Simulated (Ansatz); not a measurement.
```yaml
crystal:
  periodic: [false, false, false]
  atoms:
    - {symbol: S, position_ang: [0.051598, 1.766037, 1.887465]}
    - {symbol: Zr, position_ang: [-0.619839, -0.341403, -0.023806]}
    - {symbol: S, position_ang: [-0.011538, 0.404350, -2.213495]}
    - {symbol: S, position_ang: [1.140116, -2.191466, 0.765673]}
    - {symbol: Cl, position_ang: [-2.674630, -0.825100, 0.093155]}
    - {symbol: H, position_ang: [-0.998974, 2.163130, 1.631074]}
    - {symbol: H, position_ang: [1.270094, 1.237403, -1.330489]}
    - {symbol: H, position_ang: [2.043804, -1.962061, -0.601429]}
basis:
  gaussian: {orbitals: ANO-RCC-VTZP}
hamiltonian: {xc: {name: B3LYP-D3}}
accuracy: high
output: {forces: true}
```

```sh
$ ansatz run in.yaml --threads 2 --pin off --events-out ev --progress --plain --max-ram 32768MiB --backend cpu
```

Question: How does Ansatz answer? (Estimate.)

Answer: The calculation gave: The program refused the input.
```
Error: YAML parse error: error: line 14 column 19: hamiltonian.xc: no functional is named "B3LYP-D3"; the names, which are not case-sensitive, are SVWN5, SPW92, PBE, PBE0, PBEsol, revPBE, revPBE0, RPBE, rPW86-PBE, HSE06, wPBEh, LC-wPBE, HISS, HF, BLYP, B3LYP, B3LYP5, BHLYP, CAM-B3LYP, r2SCAN, r2SCANh, r2SCAN0, r2SCAN50, m-r2SCAN, B97, wB97, wB97X, wB97X-V, B97M-V, wB97M-V, B2PLYP, B2GP-PLYP, PBE0-DH, PBE-QIDH
12 | basis:
13 |   gaussian: {orbitals: ANO-RCC-VTZP}
14 | hamiltonian: {xc: {name: B3LYP-D3}}
15 | accuracy: high
16 | output: {forces: true}
```

HSE06 is defined as in plane-wave codes.
